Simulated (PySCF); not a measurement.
# Threshold energies of GeP in a plasma

CCSD(T) in PySCF with def2-TZVPPD on every atom, for the lowest determinant that a PBE0 search found; no spin–orbit coupling.

```
species  state (unpaired electrons)  Re (Å)  ωe (cm⁻¹)  energy of the minimum from the neutral (eV)  De (eV)  dissociates to
    GeP               doublet (π ↑)   2.162        479                                         0.00     3.14          Ge + P
   GeP⁺              triplet (π ↑↑)   2.307        392                                         8.58     2.46         Ge⁺ + P
```

Question: Work out the lowest energy to break GeP into atoms, from its vibrational ground state.

Answer: D0 = De − ωe/2 = 3.14 − 0.03 = 3.11 eV (CCSD(T)/def2-TZVPPD).

Question: Work out the ionisation energy of the Ge atom at this level and the threshold of dissociative ionisation.

Answer: IE(Ge) = 8.58 + 2.46 − 3.14 = 7.90 eV, so Ge⁺ + P + e⁻ appears at D0 + IE(Ge) = 11.01 eV (CCSD(T)/def2-TZVPPD). The measured IE(Ge) is 7.899 eV (NIST ASD).

These are thermodynamic thresholds; the onsets seen under electron impact lie higher where the geometry changes, and cross-sections peak well above them.

Correlated steps freeze 14 core orbitals. UHF and ROHF references stand side by side, which adds small steps between rows. Spin–orbit coupling is left out. For an ion De counts to the pair picked by the measured ionisation energies or electron affinities, which need not be the lowest pair at this level. States were picked by a PBE0 search and need not be the measured ground states.
